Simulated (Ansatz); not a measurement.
Consider the ligand exchange at a Ga–S bond: `[NH2][Ga]([NH2])[SH]` + H–F → `[NH2][Ga]([NH2])[F]` + H₂S.

Program: Ansatz. Geometries: PBE0-D4/def2-TZVP. ΔE: electronic, gas phase. CCSD(T)/CBS is the MP2 limit (def2-TZVPP, def2-QZVPP) plus CCSD(T) − MP2 in def2-TZVPP, frozen cores. This one scheme is used for every species. DFT in def2-TZVPP. B3LYP here is the variant with VWN-RPA as its local correlation; programs differ in this. HSE06 is defined as in plane-wave codes. For Ga outer-core shells are correlated without core-valence functions, which leaves a few kJ/mol of doubt a bond. Scalar relativity is left out up to krypton. One conformer a species, not always the lowest.

`[NH2][Ga]([NH2])[SH]`:

```xyz
9

N    -1.600   -0.132    0.045
Ga    0.217   -0.084    0.080
N     1.162    0.699   -1.257
S     1.338   -1.154    1.648
H    -2.128   -0.377    0.866
H    -2.126    0.485   -0.552
H     2.157    0.822   -1.189
H     0.749    1.376   -1.876
H     0.231   -1.635    2.236
```

H–F:

Cartesian coordinates in Å:
```
F -0.034 0.109 0.446
H 0.034 -0.109 -0.446
```

`[NH2][Ga]([NH2])[F]`:

```xyz
8

N     0.876    1.369   -0.333
Ga   -0.284    0.157    0.335
N    -0.495   -1.579   -0.117
F    -1.355    0.747    1.598
H     1.030    2.229    0.168
H     1.694    1.089   -0.846
H    -0.141   -1.945   -0.985
H    -1.324   -2.066    0.179
```

H₂S:

Cartesian coordinates in Å:
```
S 0.017 0.410 -0.464
H 0.664 -0.738 -0.214
H -0.681 0.328 0.678
```

(1) Is it downhill or uphill in electronic energy at CCSD(T)/CBS, and by how much? (An estimate is asked.)

(2) What do these levels give: HSE06-D4, revPBE, PBE0, B3LYP, BHLYP, CAM-B3LYP, CCSD(T)/def2-SVP, SCS-MP2/def2-TZVPP, CCSD/def2-TZVPP, HF/def2-QZVPP, MP2/def2-QZVPP, MP2/CBS(def2)? (Best estimate.)

Largest T1 diagnostic among the species: 0.013.

Results:

(1) Ansatz gave: Uphill: ΔE = +0.7 kcal/mol.

(2) Computed: HSE06-D4 1.0, revPBE -1.4, PBE0 -0.1, B3LYP -3.4, BHLYP -3.3, CAM-B3LYP -4.1, CCSD(T)/def2-SVP -5.4, SCS-MP2/def2-TZVPP -1.7, CCSD/def2-TZVPP -1.5, HF/def2-QZVPP -5.0, MP2/def2-QZVPP 0.9, MP2/CBS(def2) 1.8 kcal/mol.

The D4 term adds +1.9 kcal/mol with B3LYP and +1.1 kcal/mol with PBE0; it sums over pairs of atoms, weighted by their polarisabilities, and B3LYP, whose exchange is more repulsive, gets the larger term. From r2SCAN to r2SCAN0 (25 % exact exchange), in def2-TZVPP and without D4, ΔE moves by +0.9 kcal/mol.
